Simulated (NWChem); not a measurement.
Molecule: SiH2ClF; SMILES F[SiH2]Cl

```xyz
5

Si    -0.5024     0.5632     0.0000
F      0.7383     1.5825     0.0000
Cl     0.2116    -1.3703     0.0000
H     -1.2881     0.7631    -1.2351
H     -1.2881     0.7631     1.2351
```
Atoms are numbered in this order, from 1.

Computed with NWChem. Pople sets run with spherical d functions. The geometry was optimised at B3LYP/6-31G* (spherical d). Vzz is the largest principal value of the second derivative of the potential at the nucleus (NWChem prints the opposite sign); η is the asymmetry. Non-relativistic.

Q: Estimate the computed values for CAM-B3LYP/6-31G*. Quantities: Vzz Cl3 (a.u.); η Cl3.

A: The vzz Cl3 (a.u.) comes out as 2.019. The η Cl3 comes out as 0.13.
